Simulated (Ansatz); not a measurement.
Relaxation of Cd3S4 with RKS PBE-D4/def2-SVP.

```sh
$ ansatz run in.yaml --threads 4 --pin off --events-out ev --progress --plain --max-ram 4787MiB
```

```yaml
crystal:
  periodic: [false, false, false]
  atoms:
    - {symbol: Cd, position_ang: [1.154210, -1.891100, -0.264050]}
    - {symbol: Cd, position_ang: [-1.846590, 1.183110, 0.294550]}
    - {symbol: Cd, position_ang: [1.368580, 1.387970, -0.202000]}
    - {symbol: S, position_ang: [2.895820, -0.338870, -0.818220]}
    - {symbol: S, position_ang: [-0.271820, 2.983690, 0.471270]}
    - {symbol: S, position_ang: [-0.987140, -2.207170, 0.824510]}
    - {symbol: S, position_ang: [-2.313060, -1.117630, -0.306050]}
basis:
  gaussian: {orbitals: def2-SVP}
hamiltonian: {xc: pbe, dispersion: d4}
scf: {lower_state_search: "off"}
output: {orbitals: {seedname: orbitals}}
relax: {f_tol: 0.02, max_steps: 100}
```

Run time 14 s (4 threads of Arm Neoverse V2 on a shared host).

Positions (Å) and forces (eV/Å) at steps 1, 2, 3, 4, 5, 7 of 7:

```xyz
7
step=1 energy=-57007.3018 eV
Cd    1.154   -1.891   -0.264   -0.039    0.445    0.075
Cd   -1.847    1.183    0.295    0.421   -0.066   -0.049
Cd    1.369    1.388   -0.202    0.048    0.009    0.020
S     2.896   -0.339   -0.818   -0.066   -0.043   -0.069
S    -0.272    2.984    0.471   -0.067   -0.089    0.009
S    -0.987   -2.207    0.825    0.391   -0.583    0.538
S    -2.313   -1.118   -0.306   -0.688    0.327   -0.523
7
step=2 energy=-57007.4325 eV
Cd    1.073   -1.723   -0.216   -0.159    0.023    0.193
Cd   -1.700    1.087    0.263   -0.025   -0.201   -0.115
Cd    1.402    1.409   -0.203    0.203    0.216   -0.016
S     2.901   -0.310   -0.855   -0.164   -0.143   -0.023
S    -0.244    2.974    0.484   -0.121   -0.154    0.025
S    -1.050   -2.260    0.865    0.487   -0.221    0.079
S    -2.382   -1.176   -0.339   -0.222    0.479   -0.144
7
step=3 energy=-57007.4199 eV rejected
Cd    1.047   -1.656   -0.106   -0.146    0.079   -0.092
Cd   -1.646    1.052    0.193    0.097   -0.129    0.099
Cd    1.526    1.541   -0.225   -0.050   -0.049    0.007
S     2.852   -0.319   -0.857    0.166   -0.028   -0.048
S    -0.249    2.945    0.473   -0.026    0.168    0.026
S    -1.024   -2.438    0.779   -0.612    0.528   -0.218
S    -2.507   -1.125   -0.258    0.572   -0.570    0.225
7
step=4 energy=-57007.4883 eV
Cd    1.030   -1.663   -0.151   -0.011    0.002    0.024
Cd   -1.652    1.040    0.228   -0.004   -0.033   -0.013
Cd    1.470    1.480   -0.217    0.082    0.083   -0.007
S     2.866   -0.325   -0.879   -0.073   -0.041   -0.004
S    -0.252    2.952    0.501   -0.044   -0.069    0.006
S    -1.057   -2.309    0.848    0.173   -0.122    0.131
S    -2.406   -1.174   -0.331   -0.123    0.180   -0.136
7
step=5 energy=-57007.4898 eV
Cd    0.972   -1.624   -0.117    0.195    0.041   -0.018
Cd   -1.610    0.980    0.208    0.037    0.191   -0.014
Cd    1.517    1.530   -0.224   -0.022   -0.022    0.004
S     2.808   -0.339   -0.927   -0.021   -0.033   -0.012
S    -0.258    2.910    0.552   -0.029   -0.014    0.017
S    -1.064   -2.271    0.929   -0.163   -0.014   -0.060
S    -2.365   -1.187   -0.421    0.003   -0.149    0.083
7
step=7 energy=-57007.4984 eV
Cd    1.008   -1.644   -0.112    0.001    0.002    0.007
Cd   -1.631    1.015    0.203    0.002    0.001   -0.007
Cd    1.502    1.517   -0.222   -0.002   -0.001    0.000
S     2.823   -0.335   -0.920   -0.003    0.000   -0.002
S    -0.255    2.927    0.541    0.001   -0.002    0.002
S    -1.065   -2.298    0.893    0.003   -0.004   -0.004
S    -2.383   -1.182   -0.383   -0.003    0.004    0.004
```

In the def2 sets Cd takes a core potential; there is no spin–orbit coupling. The structure comes from a short search, and lower isomers may exist.
